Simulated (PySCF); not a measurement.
**Checking a proposed structure**

A compound C$_{5}$H$_{9}$ClOSi$_{2}$ gives the data below (simulated from a calculation) and was assigned the structure `[SiH3][C@H](Cl)[SiH2]c1ccco1`.

13C{1H} NMR (computed): δ 155.6 (CH, 2C), 131.7 (CH, 2C), 53.1 (CH2).

1H NMR (500 MHz, computed): δ 7.13 (m, 2H), 5.63 (d, 2H), 4.00 (m, 3H), 3.91 (m, 2H).

Non-relativistic, no solvent model, averaged over atoms made equivalent by symmetry, fast rotation or ring inversion, one conformer. Shieldings: GIAO PBE0/pcSseg-1; GFN2-xTB geometry; PySCF.

Chemical shifts δ = σref − σ; 1H, 13C vs TMS, all at this level.

Problem. Compare with the shifts computed for the proposed structure, pairing carbons in order of shift.

Solution. Atom-mapped SMILES (the numbers label the heavy atoms): `[SiH3:1][C@H:2]([Cl:3])[SiH2:4][c:5]1[cH:6][cH:7][cH:8][o:9]1`. Each H is labelled by its parent atom.

```
atom  computed for proposal  given list  difference
  C5                  153.7       155.6        -1.9
  C8                  153.5       155.6        -2.1
  C6                  130.1       131.7        -1.6
  C7                  117.3       131.7       -14.4
  C2                   25.1        53.1       -28.0
```

The rms difference is 14.1 ppm and the largest -28.0 ppm at C2 (sp3 CH bonded to Cl and 2 Si). The proposal also would give 5 carbon signals, not 3. The carbon types in order of shift don't match either: C, CH, CH, CH, CH for the proposal against CH, CH, CH, CH, CH2 in the data. The proposal doesn't fit.

Problem. Which isomer fits?

Solution. SMILES [SiH3]CO[Si]1(Cl)C=CC=C1.

- Carbon types of the structure: 4 × CH, 1 × CH2, leaving 3 H on heteroatoms.
- δC 155.6, 131.7: alkene CH; an sp2 carbon of a C=C bond.
- δC 53.1: sp3 CH2 bonded to O and Si; the inductive effect lowers its shielding.
- δH 7.13, 5.63: hydrogen on an alkene CH; a vinylic proton, deshielded by the sp2 carbon and the C=C anisotropy.
- δH 3.91: hydrogen on an sp3 CH2 bonded to O and Si; its carbon carries O, hence the downfield position.

The shifts were computed for this structure.

Shifts are as computed. Against solution values, carbons near 30 ppm lie about +3 ppm off and those near 130 ppm about +5 ppm. Of 1211 compounds with measured shifts, 218 miss one by over three times the rms of a fit or turn the order of signals round; such compounds aren't used in these exercises. No couplings were computed; multiplicities are counted from neighbouring protons, with m where these are inequivalent, close in shift, in a saturated or five-membered ring or joined by F or P, and br s for small geminal =CH2 splittings.
